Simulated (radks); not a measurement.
These are the eigenvalues of the occupied orbitals of an atom or ion with whole-number occupations (Ry). All-electron calculation, scalar-relativistic Kohn-Sham, LDA (Slater exchange, Perdew-Wang correlation), spin-polarised, spherical densities, point nucleus. Program: a radial shooting solver on a logarithmic mesh with Libxc functionals.

| orbital | eigenvalue |
|---|---|
| 1s up | -1691.988 |
| 1s down | -1691.971 |
| 2s up | -245.9995 |
| 2s down | -245.9754 |
| 2p up | -220.7072 |
| 2p down | -220.6817 |
| 3s up | -44.54421 |
| 3s down | -44.51630 |
| 3p up | -36.22757 |
| 3p down | -36.19713 |
| 3d up | -22.88041 |
| 3d down | -22.84655 |
| 4s up | -6.80602 |
| 4s down | -6.68087 |
| 4p up | -4.44045 |
| 4p down | -4.31927 |
| 4d up | -1.12178 |
| 4d down | -1.02918 |

Which element is it, and in what charge state? The configuration may be excited. Open shells, if any, are filled with parallel spins first.

Answer. Z = 45, rhodium, charge +1: Rh+ in [Ar] 3d10 4s2 4p5 4d9. The list shows which subshells hold electrons but not how many an open one holds; the 1s level, -845.99 hartree, gives Z - s = 41.1 by -(Z - s)^2/2, which with screening and relativity narrows Z to a few neighbours, and the depths of the outer levels then fix element, charge and occupations together.
